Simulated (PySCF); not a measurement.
# Ionisation energy along the 22-electron series

Calculated with PySCF 2.14 and a two-component X2C-1e Hamiltonian (Gaussian nucleus, no Breit or QED terms), each ion in its own even-tempered basis scaled to its charge; GMP2 freezes [Ne] and drops the highest virtual spinors. Values in eV. NIST values: (m) measured, (s) semi-empirical, (t) theoretical.

```json
{"ion": "Fe⁴⁺", "configuration": "[Ar] 3d4", "GHF (screened spin-orbit)": "74.290", "NIST": "75 ± 0.15 (s)"}
{"ion": "Ni⁶⁺", "configuration": "[Ar] 3d4", "GHF (screened spin-orbit)": "135.79", "NIST": "132 ± 2 (t)"}
```

(1) Fill in the row of Co⁵⁺.

Results:

(1) configuration: [Ar] 3d4; GHF (screened spin-orbit): 101.68; NIST: 102 ± 0.2 (s).
